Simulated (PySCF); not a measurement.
3-methylbut-3-enal (C₅H₈O), SMILES C(CC=O)(=C)C.

The structure is a stationary point at PBE-D3(BJ)/def2-SVP. The values are those of a single conformer.

Computed with PySCF 2.14.0 with PBE-D3(BJ)/def2-SVP.

Harmonic, unscaled wavenumbers; measured fundamentals usually lie a few per cent lower.

Task: Estimate the vibrational spectrum. (An estimate is asked for; the answer gives what the named calculation found.)

Result: 
| mode | ν (cm⁻¹) | IR (km/mol) | moving atoms (share of kinetic energy) |
|---|---|---|---|
| 1 | 58 | 6.1 | O 50 %, C 31 %, H 19 % |
| 2 | 79 | 2.5 | C 54 %, H 25 %, O 21 % |
| 3 | 195 | 0.3 | H 95 % |
| 4 | 218 | 2.8 | C 57 %, H 39 % |
| 5 | 367 | 0.9 | C 60 %, H 33 % |
| 6 | 409 | 0.8 | C 56 %, H 40 % |
| 7 | 485 | 1.0 | C 43 %, H 40 %, O 17 % |
| 8 | 524 | 32.6 | C 50 %, H 41 %, O 9 % |
| 9 | 687 | 9.1 | H 94 % |
| 10 | 786 | 2.2 | C 69 %, H 30 % |
| 11 | 874 | 31.3 | H 73 %, C 27 % |
| 12 | 880 | 6.0 | C 48 %, H 47 % |
| 13 | 927 | 0.4 | H 57 %, C 42 % |
| 14 | 949 | 4.4 | H 65 %, C 35 % |
| 15 | 991 | 2.8 | H 61 %, C 38 % |
| 16 | 1025 | 1.4 | H 58 %, C 41 % |
| 17 | 1040 | 15.1 | C 58 %, H 41 % |
| 18 | 1136 | 20.8 | H 76 %, C 22 % |
| 19 | 1212 | 16.1 | H 67 %, C 33 % |
| 20 | 1253 | 13.6 | C 64 %, H 36 % |
| 21 | 1343 | 10.8 | H 76 %, C 23 % |
| 22 | 1358 | 2.9 | H 83 %, C 10 % |
| 23 | 1372 | 0.9 | H 82 %, C 18 % |
| 24 | 1389 | 5.5 | H 91 %, C 9 % |
| 25 | 1399 | 14.7 | H 95 % |
| 26 | 1414 | 7.0 | H 94 % |
| 27 | 1669 | 28.1 | C 90 %, H 10 % |
| 28 | 1789 | 182.2 | C 60 %, O 37 % |
| 29 | 2782 | 116.5 | H 92 % |
| 30 | 2960 | 13.2 | H 97 % |
| 31 | 2987 | 9.7 | H 95 % |
| 32 | 3030 | 6.2 | H 91 %, C 9 % |
| 33 | 3063 | 8.1 | H 90 %, C 10 % |
| 34 | 3073 | 3.5 | H 95 % |
| 35 | 3080 | 10.2 | H 91 %, C 9 % |
| 36 | 3171 | 8.4 | H 89 %, C 11 % |
